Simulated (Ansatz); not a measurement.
Input file for Ansatz (a quantum-chemistry and plane-wave program): R-r2SCAN/def2-TZVPP on HCl (SMILES Cl).

Ansatz 0.2 input:
```yaml
crystal:
  periodic: [false, false, false]
  atoms:
    - {symbol: Cl, position_ang: [0.00000000, -0.00000000, 0.64477451]}
    - {symbol: H, position_ang: [-0.00000000, 0.00000000, -0.64477451]}
basis:
  gaussian:
    orbitals: def2-TZVPP
hamiltonian:
  xc: {name: r2SCAN}
scf: {lower_state_search: off}
```

Output:

```
WARN ansatz: RAYON_NUM_THREADS=4 ignored (pool sized by the plan → 4); use --threads N
Functional definition: r2SCAN
these checks for a lower state are left out or cut short: stability, starts, cluster_reference, orbital_swaps, neighbouring_geometries, increment
integrals: 0.01 GiB planned
353 factors; their error is unknown
mean field: 0.14 GiB planned
mean field evaluation 1: about -12538.3859 eV, gradient 1.0e1 eV
mean field evaluation 2: about -12538.4455 eV, gradient 1.0e1 eV
mean field evaluation 4: about -12538.6292 eV, gradient 2.8e-1 eV
mean field evaluation 8: about -12538.6205 eV, gradient 6.4e-4 eV
mean field -12538.62045350 eV, -460.7858026841 hartree, gradient 1.7e-6 eV, S^2 0.000000; 0 other end points of the search recorded, 0 dependent functions left out
reference -12538.62045885 eV, -460.7858028806 hartree; 9, 9 occupied and 47, 47 virtual orbitals, 353 factors
Total energy: -12538.62045885 eV, -460.7858028806 hartree
Checks for a lower state left out: stability, starts, cluster_reference, orbital_swaps, neighbouring_geometries, increment
```

Self-consistency was reached.

Cost: roughly 0.6 core-seconds.
